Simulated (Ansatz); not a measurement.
Gas-phase electronic energies from Ansatz, PBE0-D4/def2-TZVP geometries. CBS: MP2 limit from def2 TZ/QZ plus the TZ coupled-cluster correction, frozen cores. This one scheme is used for every species. Functionals use def2-TZVPP. B3LYP here is the variant with VWN-RPA as its local correlation; programs differ in this. Each species was taken in one conformer, which may not be the lowest.

`F[SiH2]C1C=NC1` + `N[SiH3]` → `F[SiH2]N[SiH3]` + `C1=NCC1`  (ligand exchange at the Si–C bond)

| level | ΔE (kJ/mol) | difference from CCSD(T)/CBS |
| --- | --- | --- |
| PBE-D4 | -69.4 | 9.2 |
| PBE0-D4 | -73.3 | 5.3 |
| B3LYP-D4 | -78.2 | 0.4 |
| ωB97M-V | -77.8 | 0.8 |
| PBE | -70.7 | 7.9 |
| r2SCAN | -76.0 | 2.6 |
| PBE0 | -74.4 | 4.2 |
| B3LYP | -80.0 | -1.4 |
| HF/def2-TZVPP | -91.0 | -12.4 |
| SCS-MP2/def2-TZVPP | -80.7 | -2.1 |
| CCSD/def2-TZVPP | -81.2 | -2.6 |
| CCSD(T)/def2-TZVPP | -79.2 | -0.6 |
| HF/def2-QZVPP | -91.9 | -13.3 |
| SCS-MP2/def2-QZVPP | -80.7 | -2.1 |
| HF/CBS(def2) | -92.0 | -13.4 |
| MP2/CBS(def2) | -77.3 | 1.3 |
| CCSD(T)/CBS | -78.6 | 0 |

Largest T1 diagnostic among the species: 0.012.

From PBE to PBE0 (25 % exact exchange), in def2-TZVPP and without D4, ΔE moves by −3.8 kJ/mol. In def2-TZVPP, CCSD(T) changes the Hartree–Fock value by +11.9 kJ/mol (the triples alone add +2.1 kJ/mol) and MP2 by +13.2 kJ/mol.
